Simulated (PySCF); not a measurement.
**Worked example: chemical shift, span and skew from a shielding tensor**

Mg(NH2)2 (H4MgN2), SMILES [NH2][Mg][NH2]. Atoms are numbered in the order given.

```xyz
7

Mg     0.0000     0.0000     0.0000
N      0.0000     0.0000    -1.8899
H      0.5751     0.5751    -2.4887
H     -0.5751    -0.5751    -2.4887
N      0.0000     0.0000     1.8899
H      0.5751    -0.5751     2.4887
H     -0.5751     0.5751     2.4887
```
Charge 0, spin multiplicity 1.

Geometry optimised at B3LYP-D3(BJ)/def2-TZVP. Other conformers were not sampled.

GIAO shieldings from PBE0/pcSseg-2 (PySCF), non-relativistic, no solvent. The symmetric part of the tensor of N2 has the principal values 258.0, 296.1, 296.7 ppm. The same nucleus in NH3 has σ = 263.3 ppm at this level (PySCF, at its B3LYP-D3(BJ)/def2-TZVP geometry).

Q: Work out the isotropic shielding, the ¹⁵N shift against NH3, the span and the skew.

A: 
σ(iso) = (σ11 + σ22 + σ33)/3 = 283.6 ppm. δ = σ(ref) − σ(iso) = 263.3 − (283.6) = -20.3 ppm.
Span Ω = σ33 − σ11 = 38.7 ppm. Skew κ = 3(σ(iso) − σ22)/Ω = -0.97. Tumbling in solution averages the tensor to δ; in a static solid the shielding alone would spread this spin-1/2 line over Ω.
